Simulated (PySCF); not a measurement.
PySCF input file for C₄H₄, SMILES C=C=C=C, B3LYP-D3(BJ)/def2-SVP. Geometry optimised at B3LYP-D3(BJ)/def2-SVP.

```python
import numpy as np
from pyscf import gto, scf, dft, df
from pyscf.hessian import thermo

mol = gto.M(
    atom='''
    C    -0.00000000   -0.00000000    1.95753928
    C     0.00000000   -0.00000000    0.63714045
    C    -0.00000000    0.00000000   -0.63714045
    C     0.00000000    0.00000000   -1.95753928
    H    -0.00000000   -0.93530034    2.52859395
    H    -0.00000000    0.93530034    2.52859395
    H     0.00000000   -0.93530034   -2.52859395
    H     0.00000000    0.93530034   -2.52859395
    ''',
    basis='def2-SVP',
    charge=0,
    spin=0,
    max_memory=1600,
    verbose=3,
)
mf = dft.RKS(mol, xc='b3lyp').density_fit(auxbasis='def2-universal-jkfit')
mf.disp = 'd3bj'
mf.grids.level = 3
mf.conv_tol = 1e-11
mf.max_cycle = 100
mf.kernel()

# [left out here: the lines that compute and print the analytic Hessian (its translational invariance restored by hand, since the grid's response is missing), thermochemistry and intensities]
```

Log of the run:

```
converged SCF energy = -154.627941130044

WARN: DFTD3 does not support analytical Hessian, using finite difference


WARN: Mole.unit (angstrom) is changed to Bohr

Mode                                 0                   1                   2
Irrep
Freq [cm^-1]                      223.3904            238.5424            365.9335
Reduced mass [au]                   2.4582              3.8774              3.4804
Force const [Dyne/A]                0.0723              0.1300              0.2746
Char temp [K]                     321.4090            343.2094            526.4969
Normal mode                   x     y     z       x     y     z       x     y     z
       0   C                 0.00  0.10 -0.00    0.11 -0.00  0.00    0.00  0.01 -0.00
       1   C                -0.00 -0.13  0.00   -0.15  0.00 -0.00   -0.00 -0.18 -0.00
       2   C                -0.00 -0.13 -0.00   -0.15  0.00  0.00    0.00  0.18 -0.00
       3   C                 0.00  0.10  0.00    0.11 -0.00 -0.00   -0.00 -0.01 -0.00
       4   H                 0.00  0.22  0.20    0.22 -0.00 -0.00    0.00  0.13  0.19
       5   H                 0.00  0.22 -0.20    0.22 -0.00  0.00    0.00  0.13 -0.19
       6   H                 0.00  0.22 -0.20    0.22 -0.00  0.00   -0.00 -0.13  0.19
       7   H                 0.00  0.22  0.20    0.22 -0.00 -0.00    0.00 -0.13 -0.19
Mode                                 3                   4                   5
Irrep
Freq [cm^-1]                      591.9623            766.6410            876.4388
Reduced mass [au]                   6.9007              1.0080              1.3391
Force const [Dyne/A]                1.4247              0.3491              0.6060
Char temp [K]                     851.7019           1103.0257           1261.0004
Normal mode                   x     y     z       x     y     z       x     y     z
       0   C                 0.03 -0.00  0.00    0.00 -0.00 -0.00   -0.10 -0.00 -0.00
       1   C                -0.19  0.00  0.00   -0.00  0.00 -0.00    0.03 -0.00 -0.00
       2   C                 0.19 -0.00 -0.00   -0.00  0.00  0.00   -0.03  0.00  0.00
       3   C                -0.03 -0.00 -0.00    0.00 -0.00  0.00    0.10 -0.00  0.00
       4   H                 0.13 -0.00 -0.00    0.50 -0.00 -0.00    0.43 -0.00 -0.00
       5   H                 0.13 -0.00  0.00   -0.50 -0.00  0.00    0.43  0.00 -0.00
       6   H                -0.13 -0.00 -0.00   -0.50 -0.00 -0.00   -0.43 -0.00  0.00
       7   H                -0.13 -0.00 -0.00    0.50 -0.00  0.00   -0.43  0.00  0.00
Mode                                 6                   7                   8
Irrep
Freq [cm^-1]                      879.6865            908.5159           1002.5889
Reduced mass [au]                   1.3386              3.5322              1.4673
Force const [Dyne/A]                0.6103              1.7177              0.8690
Char temp [K]                    1265.6730           1307.1521           1442.5022
Normal mode                   x     y     z       x     y     z       x     y     z
       0   C                 0.10 -0.00  0.00   -0.00 -0.00  0.17   -0.00 -0.09 -0.00
       1   C                -0.03  0.00  0.00    0.00  0.00  0.06   -0.00  0.08 -0.00
       2   C                -0.03 -0.00 -0.00   -0.00  0.00 -0.06    0.00 -0.08 -0.00
       3   C                 0.10  0.00 -0.00    0.00 -0.00 -0.17   -0.00  0.09 -0.00
       4   H                -0.43  0.00  0.00    0.00  0.03  0.23    0.00  0.15  0.38
       5   H                -0.43 -0.00  0.00    0.00 -0.03  0.23    0.00  0.15 -0.38
       6   H                -0.43  0.00 -0.00   -0.00  0.03 -0.23   -0.00 -0.15  0.38
       7   H                -0.43 -0.00 -0.00   -0.00 -0.03 -0.23    0.00 -0.15 -0.38
Mode                                 9                  10                  11
Irrep
Freq [cm^-1]                     1017.9599           1377.2405           1441.0598
Reduced mass [au]                   1.4386              1.1075              1.2030
Force const [Dyne/A]                0.8783              1.2377              1.4719
Char temp [K]                    1464.6177           1981.5425           2073.3642
Normal mode                   x     y     z       x     y     z       x     y     z
       0   C                -0.00  0.09  0.00    0.00  0.00 -0.00    0.00  0.00 -0.08
       1   C                 0.00 -0.07  0.00    0.00 -0.00 -0.06   -0.00 -0.00 -0.02
       2   C                -0.00 -0.07 -0.00   -0.00  0.00 -0.06    0.00 -0.00  0.02
       3   C                 0.00  0.09 -0.00    0.00 -0.00 -0.00   -0.00  0.00  0.08
       4   H                 0.00 -0.15 -0.38   -0.00  0.24  0.41   -0.00  0.27  0.36
       5   H                 0.00 -0.15  0.38   -0.00 -0.24  0.41   -0.00 -0.27  0.36
       6   H                -0.00 -0.15  0.38   -0.00 -0.24  0.41    0.00  0.27 -0.37
       7   H                -0.00 -0.15 -0.38   -0.00  0.24  0.41    0.00 -0.27 -0.37
Mode                                12                  13                  14
Irrep
Freq [cm^-1]                     1698.0674           2215.6994           3113.8271
Reduced mass [au]                   6.6343             11.1352              1.0565
Force const [Dyne/A]               11.2708             32.2084              6.0357
Char temp [K]                    2443.1409           3187.8981           4480.1039
Normal mode                   x     y     z       x     y     z       x     y     z
       0   C                -0.00  0.00 -0.14    0.00  0.00 -0.06   -0.00 -0.00 -0.05
       1   C                -0.00 -0.00  0.14   -0.00 -0.00  0.19   -0.00  0.00  0.00
       2   C                 0.00  0.00  0.14   -0.00 -0.00 -0.19   -0.00  0.00 -0.00
       3   C                -0.00 -0.00 -0.14    0.00  0.00  0.06   -0.00 -0.00  0.05
       4   H                 0.00  0.13  0.04   -0.00  0.03 -0.03    0.00 -0.42  0.24
       5   H                 0.00 -0.13  0.04   -0.00 -0.03 -0.03    0.00  0.42  0.25
       6   H                -0.00 -0.13  0.04    0.00  0.03  0.03    0.00 -0.42 -0.25
       7   H                -0.00  0.13  0.04    0.00 -0.03  0.03    0.00  0.42 -0.25
Mode                                15                  16                  17
Irrep
Freq [cm^-1]                     3116.2952           3202.4859           3202.6911
Reduced mass [au]                   1.0600              1.1172              1.1168
Force const [Dyne/A]                6.0652              6.7508              6.7495
Char temp [K]                    4483.6550           4607.6641           4607.9594
Normal mode                   x     y     z       x     y     z       x     y     z
       0   C                 0.00  0.00  0.05    0.00 -0.06  0.00    0.00  0.07 -0.00
       1   C                -0.00  0.00 -0.01   -0.00 -0.00 -0.00   -0.00  0.00  0.00
       2   C                -0.00 -0.00 -0.01    0.00 -0.00  0.00   -0.00 -0.00  0.00
       3   C                -0.00 -0.00  0.05   -0.00 -0.07 -0.00    0.00 -0.06 -0.00
       4   H                -0.00  0.42 -0.25   -0.00  0.39 -0.24    0.00 -0.41  0.26
       5   H                -0.00 -0.42 -0.25    0.00  0.39  0.24   -0.00 -0.41 -0.26
       6   H                 0.00 -0.42 -0.24    0.00  0.41  0.26   -0.00  0.39  0.24
       7   H                 0.00  0.42 -0.24   -0.00  0.41 -0.26    0.00  0.39 -0.24
temperature 298.1500 [K]
pressure 101325.00 [Pa]
Rotational constants [GHz] 143.28294 3.96119 3.85462
Symmetry number 4
Zero-point energy (ZPE) 0.05978 [Eh]   156944.228 [J/mol]
                           tot       elec      trans        rot        vib
Entropy [J/mol/K]       266.654      0.000    158.043     82.664     25.947
Cv [J/mol/K]             64.342      0.000     12.472     12.472     39.399
Cp [J/mol/K]             72.657      0.000     20.786     12.472     39.399
Internal energy [J/mol]                      3718.434   3718.434 161885.489
Internal energy [Eh]   -154.56345  -154.62794
Enthalpy [J/mol]                             6197.391   3718.434 161885.489
Enthalpy [Eh]          -154.56251
Gibbs free energy [J/mol]                  -40923.047 -20927.880 154149.244
Gibbs free energy [Eh] -154.59279
static polarisability / bohr^3: [[ 19.664   0.     -0.   ]
 [  0.     27.428  -0.   ]
 [ -0.      0.    102.111]]
largest difference of analytic and finite-field dipole derivatives / e: 0.0022406238434621306
mode   freq/cm-1   IR/(km/mol)   Raman/(A^4/amu)   depolarisation
   1      223.39         6.405             0.000            0.708
   2      238.54         5.062             0.000            0.561
   3      365.93         0.000             1.312            0.750
   4      591.96         0.000             6.298            0.750
   5      766.64         0.000             0.000            0.001
   6      876.44         0.000             5.679            0.750
   7      879.69        85.801             0.000            0.749
   8      908.52         0.000            83.338            0.297
   9     1002.59         0.000             0.061            0.750
  10     1017.96         0.064             0.000            0.149
  11     1377.24         0.054             0.000            0.594
  12     1441.06         0.000            41.523            0.630
  13     1698.07        18.283             0.000            0.689
  14     2215.70         0.000           153.028            0.319
  15     3113.83         0.000           472.780            0.126
  16     3116.30         3.885             0.003            0.127
  17     3202.49         1.974             0.194            0.750
  18     3202.69         0.001           315.842            0.750
max |gradient| / (hartree/bohr): 6.134627077723006e-06
APT charges: [-0.109   0.0191  0.0191 -0.109   0.0449  0.0449  0.0449  0.0449]
```

Self-consistency was reached.

Cost: around 110 core-seconds (rough).
